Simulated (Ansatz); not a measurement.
silicon atom (Si), triplet; B3LYP/aug-cc-pVDZ (Ansatz, an electronic-structure program).

Input for Ansatz:
Ansatz 0.2 input:
```yaml
crystal:
  periodic: [false, false, false]
  atoms:
    - {symbol: Si, position_ang: [0.00000000, 0.00000000, 0.00000000]}
basis:
  gaussian:
    orbitals: aug-cc-pVDZ
hamiltonian:
  xc: b3lyp
magnetization: {spin_polarized: true, initial_magnetization: 2}
```

What the program printed (banner, timings and long lists left out):

```
Functional definition: B3LYP
145 factors; integrals over basis functions are off by at most 1.3e-4 eV
mean field evaluation 1: about -7874.6132 eV, gradient 2.7e0 eV
mean field evaluation 2: about -7874.6907 eV, gradient 9.3e-1 eV
mean field evaluation 4: about -7874.6983 eV, gradient 1.4e-1 eV
mean field evaluation 8: about -7874.6986 eV, gradient 6.3e-5 eV
mean field evaluation 16: about -7874.6986 eV, gradient 7.4e-6 eV
mean field -7874.69856539 eV, -289.3898346156 hartree, gradient 6.2e-5 eV, S^2 2.003639; 1 other end points of the search recorded, 0 dependent functions left out
reference -7874.69874927 eV, -289.3898413733 hartree; 8, 6 occupied and 19, 21 virtual orbitals, 145 factors
Total energy: -7874.69874927 eV, -289.3898413733 hartree
```
